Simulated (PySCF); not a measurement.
## C₆ coefficients of unlike pairs at PBE0

Calculated with PySCF 2.14 from the dipole response of each species, C₆(A,B) = (3/π) ∫ α_A(iu) α_B(iu) du, in atomic units, from isotropic polarisabilities. For ions this is the dispersion term alone; charge-induced terms of lower order in 1/R come first.

| species | configuration | basis | relativity | α (bohr³) | C₆ (like pair) |
| --- | --- | --- | --- | --- | --- |
| S²⁺ | [Ne] 3s2 3p2 (3P) | dyall-av2z (13s9p2d) | none | 7.341 | 26.91 |
| F⁺ | [He] 2s2 2p4 (3P) | aug-cc-pCVQZ-DK (9s8p6d4f2g) | spin-free X2C | 1.828 | 3.398 |
| Ge | [Ar] 3d10 4s2 4p2 (3P) | aug-cc-pVQZ-DK (8s7p5d3f2g) | spin-free X2C | 43.11 | 373.3 |
| Ir³⁺ | [Xe] 4f14 5d6 (5D) | aug-cc-pVTZ-PP with ECP60MDF (6s6p5d3f2g) | core potential | 6.716 | 37.27 |

Q: Estimate C₆ for Ir³⁺ with Ge.

A: The integral gives 96.91. The combination rule 2 C_A C_B / (C_A α_B/α_A + C_B α_A/α_B) gives 93.56 and the geometric mean 118.0.

No spin-orbit coupling is included.

The other pairs:

```json
{"pair": "F⁺, S²⁺", "C₆": "8.935"}
{"pair": "Ge, S²⁺", "C₆": "92.96"}
{"pair": "Ge, F⁺", "C₆": "27.79"}
{"pair": "Ir³⁺, S²⁺", "C₆": "30.38"}
{"pair": "Ir³⁺, F⁺", "C₆": "11.22"}
```
